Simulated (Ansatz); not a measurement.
CaCl, charge +2, doublet, geometry from GFN2-xTB of the parent state (such geometries of metal compounds can be far from the true shape) (a state made from the parent by changing its charge; the spin is typed, not shown lowest); Ansatz (a quantum-chemistry and plane-wave program) with SVWN5/def2-SV(P).

Here is a job for Ansatz.
Ansatz 0.2 input:
```yaml
crystal:
  periodic: [false, false, false]
  atoms:
    - {symbol: Ca, position_ang: [-0.00000000, -0.00000000, -1.08674836]}
    - {symbol: Cl, position_ang: [0.00000000, 0.00000000, 1.27852748]}
basis:
  gaussian:
    orbitals: def2-SV_P_.json
hamiltonian:
  xc: {name: SVWN5}
total_charge: 2
magnetization: {spin_polarized: true, initial_magnetization: 1}
```
The basis file holds def2-SV(P) in the JSON format of the Basis Set Exchange.

Write the output that Ansatz gives for this input, abridged.


```
Functional definition: SVWN5
479 factors; their error is unknown
mean field evaluation 1: about -30835.8600 eV, gradient 3.8e1 eV
mean field evaluation 2: about -30788.5431 eV, gradient 9.8e1 eV
mean field evaluation 4: about -30843.4048 eV, gradient 5.0e0 eV
mean field evaluation 8: about -30843.5354 eV, gradient 2.3e0 eV
mean field evaluation 16: about -30843.5554 eV, gradient 3.0e-2 eV
mean field evaluation 32: about -30843.5554 eV, gradient 2.4e-4 eV
mean field -30843.55541395 eV, -1133.4797549499 hartree, gradient 3.3e-5 eV, S^2 0.751223; 8 other end points of the search recorded, 0 dependent functions left out
reference -30843.55549577 eV, -1133.4797579569 hartree; 18, 17 occupied and 24, 25 virtual orbitals, 479 factors
Total energy: -30843.55549577 eV, -1133.4797579569 hartree
```
